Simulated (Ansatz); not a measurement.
`OB(Cl)C=S`. Total charge 0; spin multiplicity 1. All single points use the PBE0-D4/def2-TZVP geometry. It is one conformer, not always the lowest.

```xyz
7

O    -1.066   -0.207    1.153
B    -0.683    0.147   -0.077
Cl   -1.868    0.747   -1.221
C     0.832    0.029   -0.513
S     1.938   -0.521    0.525
H    -0.290   -0.515    1.653
H     1.136    0.320   -1.519
```

Question: What is the dipole moment at ωB97M-V/def2-TZVPP? (Best estimate.)

Answer: The calculation gave: 1.22 D, with components (1.21, -0.18, -0.09) D in this frame, pointing from negative to positive charge.

Question: And with PBE, r2SCAN, B3LYP? (An estimate is asked.)

Answer: Computed: PBE 1.09 D, r2SCAN 1.09 D, B3LYP 1.20 D.

Question: Give the Mulliken charges with ωB97M-V, r2SCAN, B3LYP in def2-TZVPP. (Best estimate.)

Answer: Ansatz gave: 
```
atom  ωB97M-V  r2SCAN  B3LYP
  O1    -0.23   -0.25  -0.22
  B2     0.22    0.30   0.26
 Cl3    -0.12   -0.15  -0.16
  C4    -0.09   -0.07  -0.07
  S5    -0.11   -0.14  -0.14
  H6     0.20    0.21   0.20
  H7     0.14    0.10   0.14
```

B3LYP here is the variant with VWN-RPA as its local correlation; programs differ in this.
